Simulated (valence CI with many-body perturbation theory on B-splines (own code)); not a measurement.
# Energy levels of Si⁹⁺

Level of theory: relativistic CI+MBPT: three valence electrons over a frozen Dirac-Fock core [He], radial functions for each j: 11 s, 11 p, 10 d, 8 f, 5 g, 2 h, with the one-electron correlation potential Σ1, the two-electron term Σ2, the three-electron term Σ3, Breit, model QED; selected CI, second order for the rest, scaled by the run's own slope (own B-spline code, finite nucleus).

No measured levels were compared; by estimate levels of excited configurations hold to 0.05 to 0.15 % of their energy, terms of the ground configuration to about 0.5 %.

Levels 46 to 90 of 196, with energies above the lowest level, 2s²2p ²P°_1/2. "Leading %" is the weight of the configuration and term that name the level; weights of strongly mixed levels are sums over their largest components and can fall short. In the jj column 3d3/2^4 stands for four electrons in 3d with j = 3/2. Lifetimes count E1, E2, E3, M1 and M2 decay at the calculated energies, and are blank where another channel may lead or the interval is too uncertain; long ones can be off by a factor of two.

```
No.  Configuration  Term    J  E (cm⁻¹)  Leading %  Lifetime                Leading jj      g
 46         2s2p3d   ⁴D°  7/2   2153500         97    676 fs     2s 2p3/2 3d5/2 (69 %)  1.426
 47         2s2p3d   ²D°  3/2   2153600         91   1.77 ps     2s 2p3/2 3d5/2 (39 %)  0.821
 48         2s2p3d   ²D°  5/2   2154400         80   1.48 ps     2s 2p3/2 3d3/2 (62 %)  1.231
 49         2s2p3s   ²P°  1/2   2158300         94   3.60 ps        2s 2p3/2 3s (62 %)  0.666
 50         2s2p3s   ²P°  3/2   2158500         92   3.59 ps        2s 2p3/2 3s (65 %)  1.329
 51         2s2p3d   ⁴P°  5/2   2160600         86   1.20 ps     2s 2p3/2 3d5/2 (66 %)  1.561
 52         2s2p3d   ⁴P°  3/2   2161800         94   1.20 ps     2s 2p3/2 3d3/2 (58 %)  1.706
 53         2s2p3d   ⁴P°  1/2   2162600         97   1.22 ps     2s 2p3/2 3d3/2 (89 %)  2.637
 54         2s2p3d   ²F°  5/2   2188700         99   1.05 ps     2s 2p1/2 3d5/2 (52 %)  0.858
 55         2s2p3d   ²F°  7/2   2193100         99   1.00 ps     2s 2p3/2 3d3/2 (53 %)  1.143
 56         2s2p3d   ²P°  3/2   2199100         96   1.41 ps     2s 2p3/2 3d5/2 (43 %)  1.332
 57         2s2p3d   ²P°  1/2   2201700         96   1.38 ps     2s 2p3/2 3d5/2 (80 %)  0.666
 58         2s2p3p    ²D  3/2   2236000         82   15.8 ps     2s 2p3/2 3p1/2 (67 %)  0.867
 59         2s2p3p    ²P  1/2   2236400         88   5.41 ps     2s 2p3/2 3p1/2 (43 %)  0.670
 60         2s2p3p    ²D  5/2   2236700         93   21.3 ps     2s 2p3/2 3p3/2 (59 %)  1.200
 61         2s2p3p    ²P  3/2   2238000         77   5.94 ps     2s 2p3/2 3p3/2 (64 %)  1.265
 62         2s2p3p    ²S  1/2   2253400         92   10.9 ps     2s 2p3/2 3p3/2 (51 %)  1.998
 63          2p²3s    ⁴P  1/2   2284700         98   9.36 ps         2p1/2^2 3s (47 %)  2.666
 64          2p²3s    ⁴P  3/2   2287200         98   9.25 ps     2p1/2 2p3/2 3s (90 %)  1.733
 65          2p²3s    ⁴P  5/2   2291000         98   9.09 ps         2p3/2^2 3s (60 %)  1.599
 66         2s2p3d   ²F°  7/2   2299800         92   1.33 ps     2s 2p3/2 3d5/2 (60 %)  1.143
 67         2s2p3d   ²F°  5/2   2300000         92   1.25 ps     2s 2p3/2 3d3/2 (63 %)  0.856
 68         2s2p3d   ²D°  3/2   2310700         98    842 fs     2s 2p3/2 3d3/2 (60 %)  0.799
 69         2s2p3d   ²D°  5/2   2311400         98    846 fs     2s 2p3/2 3d5/2 (63 %)  1.200
 70          2p²3s    ²P  1/2   2323000         84   4.46 ps     2p1/2 2p3/2 3s (59 %)  0.669
 71         2s2p3d   ²P°  1/2   2323400         96   1.12 ps     2s 2p3/2 3d3/2 (66 %)  0.666
 72         2s2p3d   ²P°  3/2   2323900         96   1.12 ps     2s 2p3/2 3d5/2 (60 %)  1.334
 73          2p²3s    ²P  3/2   2327200         83   4.46 ps     2p1/2 2p3/2 3s (49 %)  1.320
 74          2p²3p   ²S°  1/2   2339900         98   3.41 ps  2p1/2 2p3/2 3p1/2 (28 %)  1.998
 75          2p²3s    ²D  5/2   2347000         93   5.39 ps     2p1/2 2p3/2 3s (56 %)  1.201
 76          2p²3s    ²D  3/2   2347200         91   5.42 ps     2p1/2 2p3/2 3s (48 %)  0.812
 77          2p²3p   ⁴D°  1/2   2349600         97   7.21 ps      2p1/2^2 3p1/2 (41 %)  0.013
 78          2p²3p   ⁴D°  3/2   2351200         97   7.19 ps  2p1/2 2p3/2 3p1/2 (58 %)  1.206
 79          2p²3p   ⁴D°  5/2   2353700         97   7.17 ps  2p1/2 2p3/2 3p3/2 (66 %)  1.374
 80          2p²3p   ⁴D°  7/2   2357100         98   7.19 ps      2p3/2^2 3p3/2 (60 %)  1.428
 81          2p²3p   ⁴P°  1/2   2361200         96   5.29 ps  2p1/2 2p3/2 3p1/2 (45 %)  2.649
 82          2p²3p   ⁴P°  3/2   2362000         94   5.30 ps      2p3/2^2 3p1/2 (23 %)  1.702
 83          2p²3p   ⁴P°  5/2   2364100         89   5.27 ps  2p1/2 2p3/2 3p3/2 (44 %)  1.565
 84          2p²3p   ²D°  3/2   2369700         96   4.58 ps  2p1/2 2p3/2 3p3/2 (64 %)  0.824
 85          2p²3p   ²D°  5/2   2374600         90   4.50 ps      2p3/2^2 3p3/2 (68 %)  1.230
 86          2p²3p   ²P°  3/2   2389200         94   3.58 ps  2p1/2 2p3/2 3p3/2 (53 %)  1.348
 87          2p²3p   ²P°  1/2   2389900         96   3.69 ps      2p3/2^2 3p3/2 (50 %)  0.672
 88          2p²3p   ⁴S°  3/2   2391100         96   4.03 ps  2p1/2 2p3/2 3p3/2 (27 %)  1.983
 89          2p²3d    ⁴F  3/2   2409100         98    215 ps      2p1/2^2 3d3/2 (38 %)  0.405
 90          2p²3d    ⁴F  5/2   2410400         98    202 ps  2p1/2 2p3/2 3d3/2 (57 %)  1.033
```

Where two levels of one J and parity lie close, their mixing, g and order are uncertain.
